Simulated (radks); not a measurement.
Problem. Excited configurations of neutral helium: one electron is placed in a higher orbital outside 1s1. The ground configuration is [He]. Calculated with a radial shooting solver on a logarithmic mesh with Libxc functionals: scalar-relativistic Kohn-Sham, r2SCAN, spin-polarised, spherical densities, finite nucleus; open shells are filled with parallel spins first; meta-GGA in the generalised Kohn-Sham scheme; Gaussian nuclear charge, rms radius 1.6755 fm. Excitation = E - E(ground); binding = E(ion) - E, where the ion is the core of charge +1; n* = 1/sqrt(2 binding) in atomic units, and the quantum defect is n - n*.

outer orbital  excitation (eV)  binding (eV)     n*  quantum defect  eigenvalue (eV)  <r> (bohr)
3s                      22.680         1.942  2.647           0.353           -1.208       10.56
3p                      22.941         1.680  2.846           0.154           -0.999       11.46
5s                      23.967         0.654  4.559           0.441           -0.422       31.93

Estimate the row for 2s.

Solution. excitation (eV) 19.842; binding (eV) 4.780; n* 1.687; quantum defect 0.313; eigenvalue (eV) -2.887; <r> (bohr) 4.307. The Delta-SCF ionisation energy is 24.622 eV (NIST Atomic Spectra Database: 24.587 eV, measured). Self-interaction in the functional shifts the binding energies and quantum defects, so they are the method's values and not measured ones.
